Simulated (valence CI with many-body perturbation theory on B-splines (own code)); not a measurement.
# Energy levels of Ga¹⁸⁺

Computed by valence CI with perturbative core correlation (CI+MBPT): three valence electrons over a frozen Dirac-Fock core [Ne], radial functions for each j: 9 s, 9 p, 8 d, 6 f, 3 g, 1 h, with the one-electron correlation potential Σ1 (screened to all orders), the two-electron term Σ2, the three-electron term Σ3, Breit, model QED; selected single and double excitations, second order for the rest, scaled by the run's own slope (own B-spline code, finite nucleus).

No measured spectrum was set against this ion. As an estimate, levels of excited configurations hold to 0.05 to 0.15 % of their energy, terms of the ground configuration to about 0.5 %.

Levels 1 to 32 of 32, with energies above the lowest level, 3s2 3p 2P°_1/2. "Leading %" is the weight of the configuration and term that name the level; weights of strongly mixed levels are sums over their largest components and can fall short, so below about 35 % the name and the second component can differ from the true leading terms, or belong to a minority configuration. In the jj column 3d3/2^4 stands for four electrons in 3d with j = 3/2. Lifetimes count E1, E2, E3, M1 and M2 decay at the calculated energies, and are blank where another channel may lead or the interval is too uncertain; long ones can be off by a factor of two.

```tsv
No.	Configuration	Term	J	E (eV)	Leading %	Leading jj	Lifetime	g
1	3s2 3p	2P°	1/2	0.00	98	3s^2 3p1/2 (98 %)		0.664
2	3s2 3p	2P°	3/2	5.78	97	3s^2 3p3/2 (97 %)	1.10 ms	1.333
3	3s 3p2	4P	1/2	38.90	96	3s 3p1/2^2 (61 %)	5.00 ns	2.640
4	3s 3p2	4P	3/2	41.58	99	3s 3p1/2 3p3/2 (93 %)	31.1 ns	1.726
5	3s 3p2	4P	5/2	44.19	92	3s 3p1/2 3p3/2 (60 %)	5.91 ns	1.568
6	3s 3p2	2D	3/2	52.77	85	3s 3p1/2 3p3/2 (68 %)	197 ps	0.815
7	3s 3p2	2D	5/2	53.97	80	3s 3p3/2^2 (55 %)	334 ps	1.230
8	3s 3p2	2S	1/2	62.18	50	3s 3p1/2 3p3/2 (42 %)	25.7 ps	1.395
9	3s 3p2	2P	1/2	68.04	52	3s 3p3/2^2 (69 %)	23.0 ps	1.299
10	3s 3p2	2P	3/2	69.46	94	3s 3p3/2^2 (65 %)	15.8 ps	1.319
11	3s2 3d	2D	3/2	80.01	85	3s^2 3d3/2 (85 %)	15.6 ps	0.801
12	3s2 3d	2D	5/2	80.76	86	3s^2 3d5/2 (86 %)	18.5 ps	1.199
13	3p3	2D°	3/2	99.09	49	3p1/2^2 3p3/2 (63 %)	68.8 ps	1.042
14	3p3	2D°	5/2	101.14	68	3p1/2 3p3/2^2 (68 %)	150 ps	1.198
15	3p3	4S°	3/2	102.21	76	3p1/2 3p3/2^2 (80 %)	22.1 ps	1.735
16	3s 3p 3d	4F°	3/2	108.88	96	3s 3p1/2 3d3/2 (84 %)	732 ps	0.421
17	3s 3p 3d	4F°	5/2	110.11	96	3s 3p1/2 3d3/2 (43 %)	667 ps	1.036
18	3p3	2P°	1/2	111.26	81	3p1/2 3p3/2^2 (81 %)	37.3 ps	0.664
19	3s 3p 3d	4F°	7/2	111.96	96	3s 3p1/2 3d5/2 (50 %)	685 ps	1.243
20	3p3	2P°	3/2	113.14	62	3p3/2^3 (64 %)	37.9 ps	1.339
21	3s 3p 3d	4F°	9/2	114.79	100	3s 3p3/2 3d5/2 (100 %)		1.333
22	3s 3p 3d	4P°	5/2	116.84	60	3s 3p1/2 3d5/2 (88 %)	25.1 ps	1.488
23	3s 3p 3d	4D°	3/2	117.36	63	3s 3p1/2 3d3/2 (45 %)	19.7 ps	1.359
24	3s 3p 3d	4D°	1/2	117.59	89	3s 3p1/2 3d3/2 (68 %)	17.0 ps	0.251
25	3s 3p 3d	4D°	7/2	120.76	95	3s 3p3/2 3d5/2 (66 %)	18.6 ps	1.419
26	3s 3p 3d	4D°	5/2	120.92	67	3s 3p3/2 3d3/2 (67 %)	18.9 ps	1.396
27	3s 3p 3d	4P°	1/2	121.07	90	3s 3p3/2 3d3/2 (96 %)	25.2 ps	2.419
28	3s 3p 3d	4P°	3/2	121.08	61	3s 3p3/2 3d3/2 (85 %)	22.1 ps	1.509
29	3s 3p 3d	2D°	3/2	122.87	71	3s 3p3/2 3d5/2 (32 %)	19.2 ps	0.859
30	3s 3p 3d	2D°	5/2	123.08	54	3s 3p3/2 3d5/2 (59 %)	22.2 ps	1.223
31	3s 3p 3d	2F°	5/2	125.99	85	3s 3p1/2 3d5/2 (45 %)	36.3 ps	0.910
32	3s 3p 3d	2F°	7/2	130.33	99	3s 3p3/2 3d5/2 (65 %)	35.1 ps	1.142
```

Names give the largest LS component (configuration and term), which can be under half, so a name can repeat, a term be missing and a line seem to break the LS rules; names also repeat where a configuration has a term twice.

The ionisation energy to 3s2 1S_0 of the next ion comes out as 681.89 eV (NIST: 677 ± 3 eV (semi-empirical)). All 32 levels together are meant to be complete up to 131.03 eV.
